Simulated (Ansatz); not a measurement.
A made-up structure of CH3GeO (charge +1), singlet:

```xyz
6
angstrom
O 0.2917 -2.2932 0.7213
C 0.1580 -1.2425 0.3908
Ge -0.0942 0.7402 -0.2328
H -1.4136 0.5555 -0.9662
H 0.4473 -2.0426 -0.2414
H -0.1201 1.3839 1.1449
```

It is relaxed with PBE-D4/def2-SVP and then PBE0-D4/def2-TZVP (Ansatz 0.2.0). Atoms count as bonded within 1.22 times the sum of their covalent radii (H–H: 0.88 Å). The end point is not checked to be a true minimum.

Problem. Does its bonding change? (A judgement: the text doesn't fix the answer.)

Solution. The calculation gives: Yes. Formed: none; broken: C2–H5.

Where it ends: The first stage lowers the energy by 4.39 eV in 14 steps. It ends as CH₃GeO ([OH][C][GeH2]), total charge +1:
```csv
atom,x (Å),y (Å),z (Å)
O1,0.2617,-2.2555,0.4817
C2,-0.1554,-1.1054,0.3921
Ge3,-0.3731,0.6297,-0.0725
H4,-1.5744,0.7914,-0.9841
H5,1.0494,-2.5025,-0.0580
H6,0.0611,1.5436,1.0573
```

Labels in which every atom is bracketed show which atoms are joined, not bond orders.

For scale, one of the runs: PBE0-D4/def2-TZVP relaxation, 128 basis functions, launched by `ansatz run in.yaml --threads 2 --pin off --events-out ev --progress --plain --max-ram 4352MiB`. The run took about 24 s on 2 CPU threads of an Arm Neoverse V2 (shared host).
